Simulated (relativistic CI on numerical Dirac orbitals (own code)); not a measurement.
L2,3 absorption of nickel in several valence states

Computed multiplet spectra 2p⁶3dⁿ → 2p⁵3dⁿ⁺¹ (Dirac-Coulomb-Breit ions, Slater integrals scaled by 0.7, an assumed crystal field that grows with the charge, no charge transfer; 300 K; Lorentzian 0.4 eV and Gaussian 0.3 eV FWHM at both edges, so that L2 comes out sharper than in experiment). Peaks over 5 % are given in eV from the highest peak in the L3 region of each spectrum (height, largest 100). S of the lowest state is read from ⟨S²⟩, and the branching ratio is the share of L3, cut at the minimum between the edges.

Field parameters in Wybourne normalisation: Oh B⁴₀ = 21Dq, B⁴₄ = √(5/14) B⁴₀. The field is a parameter set, without covalency.

- Ni²⁺ (d8, Oh, 10Dq = 15550 cm⁻¹): S = 1.00, branching ratio 0.73; peaks 0.0 (100), 1.9 (20), 17.3 (25), 18.3 (24)
- Ni³⁺ (d7, Oh, 10Dq = 20100 cm⁻¹): S = 0.68, low spin, branching ratio 0.76; peaks -2.8 (72), -1.2 (91), 0.0 (100), 1.9 (8), 2.5 (9), 3.1 (10), 14.7 (22), 16.5 (44), 17.3 (24), 18.6 (11), 19.6 (6)
- Ni⁴⁺ (d6, Oh, 10Dq = 24600 cm⁻¹): S = 0.03, low spin, branching ratio 0.67; peaks -2.3 (7), 0.0 (100), 1.4 (13), 3.0 (20), 16.8 (64), 19.1 (9)

The centroid of the whole edge, which also moves with the branching ratio, lies at 860.6 (Ni²⁺), 862.1 (Ni³⁺), 867.3 (Ni⁴⁺) eV in this ionic model, in steps of 1.5 to 5.2 eV. Compounds show about 1 to 2 eV a unit and lower energies for the high valences, since ligands screen the charge. The multiplet shape follows the d count and the spin state, and so serves as a fingerprint of valence. Ni³⁺ lies at a spin crossover.
